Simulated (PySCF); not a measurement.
Compound: C₅H₁₂GeO₂.
SMILES: `C[O][GeH]([O]C)[CH]1CC1`

Method used: TDDFT B3LYP/def2-SVPD, vertical, gas phase, core orbitals frozen in the response (PySCF). The structure is a single PBE0-D3(BJ)/def2-SVP conformer in the gas phase; no vibrational or solvent corrections. The B3LYP/def2-SVPD calculation is non-relativistic and has no spin–orbit coupling, an omission that weighs most on germanium. Torsions of this conformer, `[CH3:1][O:2][GeH:3]([O:4][CH3:5])[CH:6]1[CH2:7][CH2:8]1`: C1–O2–Ge3–O4 -131°, O2–Ge3–O4–C5 50°, O2–Ge3–C6–C7 76°.

Orbital energies (eV): HOMO-3 -8.20, HOMO-2 -8.13, HOMO-1 -7.58, HOMO -7.40, LUMO 0.34, LUMO+1 0.46, LUMO+2 0.61.

**Question.** Among the lowest singlets, which states do these configurations lead, and at what energies: HOMO-1→LUMO, HOMO-2→LUMO, HOMO→LUMO, HOMO→LUMO+2, HOMO-1→LUMO+1?

**Answer.** 

| state | leading configuration | weight | Δε (eV) | E (eV) | E − Δε (eV) | f | other configurations |
| --- | --- | --- | --- | --- | --- | --- | --- |
| S1 | HOMO→LUMO | 0.88 | 7.74 | 6.74 | -0.99 | 0.0076 | – |
| S3 | HOMO-1→LUMO+1 | 0.70 | 8.04 | 7.05 | -0.98 | 0.0048 | H-1→L+2 (9%) |
| S4 | HOMO-1→LUMO | 0.69 | 7.92 | 7.10 | -0.82 | 0.028 | H→L+1 (21%) |
| S5 | HOMO→LUMO+2 | 0.71 | 8.01 | 7.16 | -0.85 | 0.042 | H→L+3 (10%), H→L+1 (10%) |
| S8 | HOMO-2→LUMO | 0.66 | 8.47 | 7.52 | -0.95 | 0.0058 | H-3→L (13%), H-1→L+3 (12%) |

E − Δε runs from -0.99 to -0.82 eV. By orbital difference alone the order would be S1, S4, S5, S3, S8. Δε is the difference of the two orbital energies.

H and L stand for HOMO and LUMO. The other states: S2 6.87 eV, f 0.0025, H→L+1 (58%), H-1→L (17%), H-1→L+1 (15%); S6 7.34 eV, f 0.020, H-1→L+2 (31%), H→L+3 (30%), H-1→L+3 (15%); S7 7.37 eV, f 0.036, H→L+3 (48%), H-1→L+2 (33%); S9 7.57 eV, f 0.017, H-1→L+3 (48%), H-2→L (20%), H-1→L+2 (13%); S10 7.60 eV, f 0.0063, H-2→L+1 (40%), H-3→L (25%), H→L+4 (10%).

Triplets, Tamm–Dancoff:

| state | E (eV) | λ (nm) | main configurations (H = HOMO, L = LUMO) |
| --- | --- | --- | --- |
| T1 | 6.49 | 191.0 | H→L (65%), H→L+2 (11%) |
| T2 | 6.56 | 189.0 | H→L+1 (31%), H-1→L+1 (21%), H-1→L (20%) |
| T3 | 6.78 | 183.0 | H→L+1 (26%), H-1→L (22%), H-1→L+1 (20%) |
| T4 | 6.90 | 179.7 | H-1→L (27%), H-1→L+1 (22%), H-1→L+2 (15%) |

Summed over the main configurations (up to three a state, each over 8%) of all 10 singlets, the electron leaves HOMO with weight 3.47, HOMO-1 with weight 3.32, HOMO-2 with weight 1.26 and HOMO-3 with weight 0.38.

All these states lie below the vertical ionisation energy of 9.28 eV (ΔSCF).

On one thread, Intel Xeon at 2.50 GHz (x86_64) (shared host), this took 20 min wall (grids of density and orbitals included) and 1.2 GiB of memory at its peak.

Without π bonds the low states are Rydberg-like; a valence basis with one diffuse set may place them up to an eV too high.
